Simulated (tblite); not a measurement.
Isomers of C8H11P. Level: GFN2-xTB in tblite, geometry and Hessian alike; calculated harmonic values, unscaled, isolated species. Against measured fundamentals such values can be off by several per cent, at times by over 20. One conformer each.

Electronic energies: GFN2-xTB at the same geometries; isomer energies are rough at this level and their order can be wrong.

```csv
SMILES,"electronic energy, lowest = 0 (kcal/mol)"
C#CP(CC=C)C(=C)C,79.9
C=Cc1c(C)ccp1C,27.7
CC1=CP1C1=CCCC1,48.3
C=CC1C=CP(C)C=C1,41.1
Cc1cpcc(C)c1C,0.0
C#CCP1CCC=C1C,45.0
```

**Question.** How do GFN2-xTB zero-point energies change the relative energies?

**Answer.** 
```csv
SMILES,ZPE (kcal/mol),of it from modes above 1550 cm⁻¹,electronic (kcal/mol),"with ZPE, lowest = 0 (kcal/mol)",lowest mode (cm⁻¹),rings
Cc1cpcc(C)c1C,103.3,47.6,0.0,0.0,30,1
C=Cc1c(C)ccp1C,100.6,52.5,27.7,25.0,35,1
C=CC1C=CP(C)C=C1,101.0,54.9,41.1,38.8,61,1
C#CCP1CCC=C1C,100.8,53.1,45.0,42.5,50,1
CC1=CP1C1=CCCC1,102.1,52.2,48.3,47.2,35,2
C#CP(CC=C)C(=C)C,98.7,56.2,79.9,75.4,15,0
```

The zero-point energies span 4.6 kcal/mol, from `C#CP(CC=C)C(=C)C` to `Cc1cpcc(C)c1C`. The order is unchanged.

**Question.** What do entropy and thermal enthalpy add at 298.15 K and 1 bar (rigid rotor, harmonic oscillator, one conformer each)?

**Answer.** 
```tsv
SMILES	point group	symmetry number	S (cal/(mol K))	H − H(0) (kcal/mol)	ZPE + H − H(0) − TS (kcal/mol)
C=Cc1c(C)ccp1C	C1	1	101.3	7.30	77.7
C=CC1C=CP(C)C=C1	Cs	1	97.2	6.85	78.8
C#CCP1CCC=C1C	C1	1	100.6	7.27	78.1
CC1=CP1C1=CCCC1	C1	1	100.7	7.01	79.1
```

Not tabulated: `Cc1cpcc(C)c1C` (point group not settled); `C#CP(CC=C)C(=C)C` (lowest mode only 15 cm⁻¹).
